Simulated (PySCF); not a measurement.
# How the method moves the HOMO and LUMO of `C=C(F)B(O)O`

Species: C2H4BFO2.
Geometry (PBE0-D3(BJ)/def2-SVP, Å), atoms numbered from 1 in this order:
```xyz
10
C2H4BFO2 angstrom
C      1.6642    0.3483   -0.6800
C      0.6321    0.6786    0.0988
F      0.6781    1.8112    0.8175
B     -0.6818   -0.1710    0.2618
O     -0.7748   -1.3152   -0.4723
O     -1.6276    0.2889    1.1199
H      1.6169   -0.5732   -1.2614
H      2.5533    0.9804   -0.7482
H     -1.5886   -1.8140   -0.3625
H     -2.4157   -0.2555    1.2007
```

Basis pcSseg-2 throughout (PySCF), one geometry. The structure is a single PBE0-D3(BJ)/def2-SVP conformer in the gas phase; no vibrational or solvent corrections.

**Question.** How do the orbital energies, the gap and the dipole change with the method?

**Answer.** 
```json
{"method": "BLYP", "kind": "GGA", "HOMO (eV)": "-6.09", "LUMO (eV)": "-1.50", "gap (eV)": "4.59", "μ (D)": "3.44", "SCF cycles": "16"}
{"method": "B97-D", "kind": "GGA", "HOMO (eV)": "-6.18", "LUMO (eV)": "-1.50", "gap (eV)": "4.68", "μ (D)": "3.42", "SCF cycles": "16"}
{"method": "OPBE", "kind": "GGA", "HOMO (eV)": "-6.19", "LUMO (eV)": "-1.48", "gap (eV)": "4.71", "μ (D)": "3.38", "SCF cycles": "16"}
{"method": "PBE", "kind": "GGA", "HOMO (eV)": "-6.23", "LUMO (eV)": "-1.62", "gap (eV)": "4.61", "μ (D)": "3.42", "SCF cycles": "16"}
{"method": "KT3", "kind": "GGA", "HOMO (eV)": "-6.28", "LUMO (eV)": "-1.58", "gap (eV)": "4.70", "μ (D)": "3.32", "SCF cycles": "16"}
{"method": "KT2", "kind": "GGA", "HOMO (eV)": "-6.28", "LUMO (eV)": "-1.63", "gap (eV)": "4.65", "μ (D)": "3.33", "SCF cycles": "16"}
{"method": "BP86", "kind": "GGA", "HOMO (eV)": "-6.32", "LUMO (eV)": "-1.70", "gap (eV)": "4.62", "μ (D)": "3.43", "SCF cycles": "16"}
{"method": "LDA", "kind": "LDA", "HOMO (eV)": "-6.44", "LUMO (eV)": "-1.88", "gap (eV)": "4.56", "μ (D)": "3.52", "SCF cycles": "15"}
{"method": "B97-2", "kind": "global hybrid", "HOMO (eV)": "-7.19", "LUMO (eV)": "-0.70", "gap (eV)": "6.49", "μ (D)": "3.49", "SCF cycles": "14"}
{"method": "B3LYP", "kind": "global hybrid", "HOMO (eV)": "-7.24", "LUMO (eV)": "-0.91", "gap (eV)": "6.33", "μ (D)": "3.52", "SCF cycles": "13"}
{"method": "PBE0", "kind": "global hybrid", "HOMO (eV)": "-7.46", "LUMO (eV)": "-0.67", "gap (eV)": "6.79", "μ (D)": "3.51", "SCF cycles": "13"}
{"method": "mPW1PW91", "kind": "global hybrid", "HOMO (eV)": "-7.48", "LUMO (eV)": "-0.68", "gap (eV)": "6.80", "μ (D)": "3.52", "SCF cycles": "14"}
{"method": "BHandHLYP", "kind": "global hybrid", "HOMO (eV)": "-8.54", "LUMO (eV)": "0.30", "gap (eV)": "8.83", "μ (D)": "3.61", "SCF cycles": "13"}
{"method": "CAM-B3LYP", "kind": "range-separated hybrid", "HOMO (eV)": "-8.82", "LUMO (eV)": "0.43", "gap (eV)": "9.24", "μ (D)": "3.61", "SCF cycles": "13"}
{"method": "wB97X-D", "kind": "range-separated hybrid", "HOMO (eV)": "-9.31", "LUMO (eV)": "1.17", "gap (eV)": "10.48", "μ (D)": "3.57", "SCF cycles": "14"}
{"method": "HF", "kind": "Hartree–Fock", "HOMO (eV)": "-10.10", "LUMO (eV)": "2.08", "gap (eV)": "12.18", "μ (D)": "3.71", "SCF cycles": "11"}
{"method": "LC-wPBE", "kind": "range-separated hybrid", "HOMO (eV)": "-10.18", "LUMO (eV)": "1.63", "gap (eV)": "11.81", "μ (D)": "3.65", "SCF cycles": "13"}
```

The HOMO spans 4.08 eV, from BLYP down to LC-wPBE, and the gap runs from 4.56 eV (LDA) to 12.18 eV (HF). Over the methods BLYP (0 %), B97-D (0 %), OPBE (0 %), PBE (0 %), KT3 (0 %), KT2 (0 %), BP86 (0 %), LDA (0 %), B97-2 (21 %), B3LYP (20 %), PBE0 (25 %), mPW1PW91 (25 %), BHandHLYP (50 %), HF (100 %), a straight line through the gap against the share of exact exchange rises by 0.77 eV for each 10 % (correlation coefficient 0.998). The dipole ranges from 3.32 D (KT3) to 3.71 D (HF). This basis has no diffuse functions.

The vertical ΔSCF ionisation energy at wB97X-D/def2-SVPD is 9.88 eV; −ε(HOMO) comes closest to it with HF (10.10 eV).
